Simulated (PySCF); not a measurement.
Field gradients at the hydrogen positions

C2H8Si2.
Numbering: `[SiH3:1]/[CH:2]=[CH:3]\[SiH3:4]` (hydrogens: H5, H6, H7 on Si1; H8 on C2; H9 on C3; H10, H11, H12 on Si4)

Cartesian coordinates in Å at the PBE0-D3(BJ)/def2-SVP level; atoms count from 1:
```
atom  x, y, z in Å
Si1    1.7124   -0.6845   -0.3401
C2     0.7253    0.9066   -0.4561
C3    -0.5590    1.0810   -0.0934
Si4   -1.7477   -0.2189    0.5748
H5     3.0385   -0.3999    0.2885
H6     1.9576   -1.2636   -1.6973
H7     0.9802   -1.6853    0.4928
H8     1.2675    1.7835   -0.8410
H9    -0.9813    2.0909   -0.2043
H10   -1.6837   -1.4829   -0.2193
H11   -3.1342    0.3313    0.4882
H12   -1.4578   -0.5423    2.0062
```

Level: PBE0/pcSseg-1 (PySCF, non-relativistic); Q(2H) = 0.00286 b; rigid geometry, the same for H and D, with no vibrational averaging.

Give the electric field gradient Vzz (the principal value of largest size), its asymmetry and the 2H coupling at each hydrogen.

| atom | bonded to | bond length (Å) | Vzz (au) | η | χzz (kHz) |
| --- | --- | --- | --- | --- | --- |
| H5 | Si1 | 1.495 | 0.1397 | 0.02 | 94 |
| H6 | Si1 | 1.496 | 0.1394 | 0.02 | 94 |
| H7 | Si1 | 1.494 | 0.1391 | 0.05 | 93 |
| H8 | C2 | 1.101 | 0.2942 | 0.04 | 198 |
| H9 | C3 | 1.100 | 0.2945 | 0.04 | 198 |
| H10 | Si4 | 1.494 | 0.1404 | 0.03 | 94 |
| H11 | Si4 | 1.494 | 0.1401 | 0.02 | 94 |
| H12 | Si4 | 1.496 | 0.1401 | 0.01 | 94 |

Average by the element that carries the hydrogen.

on Si: 94 kHz over 6 positions, mean bond length 1.495 Å; on C: 198 kHz over 2 positions, mean bond length 1.100 Å.

Geometry: PBE0-D3(BJ)/def2-SVP; no solvent, vibrations or thermal averaging. A larger basis could move these couplings by a tenth or more.

These values come from a run that also computed NMR shieldings. Hardware: an AMD EPYC 7R43 with one thread, shared host with 256 logical CPUs at a one-minute load of 119. Cost: 11 s wall, 0.60 GiB resident at most.
